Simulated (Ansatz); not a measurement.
Task: Name a neutral molecule of B, C, N, Si and H with HOMO energy (PBE0/def2-TZVPP) between -7.90 and -7.60 eV and HOMO–LUMO gap (PBE/def2-TZVPP) between 3.60 and 3.90 eV (Ansatz, PBE0-D4/def2-TZVP geometry).

Result: `BB(N)C[SiH3]` (-7.68 eV, 3.80 eV). Other molecules can fit too; these were computed, each in one conformer that needn't be the lowest.
